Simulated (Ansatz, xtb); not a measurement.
# C8H6O: 6 structures ranked

6 gas-phase structures of C8H6O, from a drawn sample of its isomers (lower ones may exist). Each was relaxed with GFN2-xTB; where two conformers were screened, the lower at r2SCAN-D4/def2-SVP is listed:

A. `C#Cc1cocc1C=C`, a singlet
B. `C#Cc1cc(C=C)co1`, a singlet
C. `C#Cc1ccc(C=C)o1`, a singlet
D. `C#Cc1coc(C=C)c1`, a singlet
E. `C#Cc1ccoc1C=C`, a singlet
F. `C#Cc1occc1C=C`, a singlet

Task: Make a reasoned guess at their ranking by r2SCAN-D4/def2-SVP single-point energy.

Result: Calculated order at r2SCAN-D4/def2-SVP: E (0.0), C (0.1), D (1.4), F (3.0), B (4.4), A (5.0) kcal/mol. Less than 1 kcal/mol parts E and C; B and A, so the order within those pairs means little.

Energies above the lowest of each column, in kcal/mol; the last columns are at PBE0-D3(BJ)/def2-SVP geometries:

| structure | GFN2-xTB | HF/STO-3G | r2SCAN-D4/def2-SVP | PBE0-D3(BJ)/def2-SVP | CCSD(T)/def2-SVP + ΔMP2/def2-TZVPP |
| --- | --- | --- | --- | --- | --- |
| E | 0.0 | 0.0 | 0.0 | 0.0 | 0.0 |
| C | 0.4 | 0.4 | 0.1 | 0.6 | 0.7 |
| D | 0.9 | 0.5 | 1.4 | 1.3 | 1.0 |
| F | 1.6 | 2.3 | 3.0 | 3.0 | 2.5 |
| B | 2.4 | 2.7 | 4.4 | 4.3 | 3.6 |
| A | 2.3 | 3.7 | 5.0 | 4.2 | 3.5 |

Every level run on E puts it lowest or level with the lowest. CCSD(T)/def2-SVP + ΔMP2/def2-TZVPP orders those it was run on as E (0.0), C (0.7), D (1.0), F (2.5), A (3.5), B (3.6) kcal/mol. Less than 1 kcal/mol parts E and C; C and D; F and A; A and B, so the order within those pairs means little. Flexible structures stand in one conformer each, not always the lowest. ΔMP2 is the change of the MP2 energy from the smaller to the larger basis.

Over these structures GFN2-xTB departs from r2SCAN-D4/def2-SVP by 1.0 kcal/mol on average once a common shift is removed. A GFN2-xTB relaxation took about 0.11 s and the r2SCAN-D4/def2-SVP energy about 2.5 s on a shared host (Ansatz 0.2.0, xtb 6.7.1).
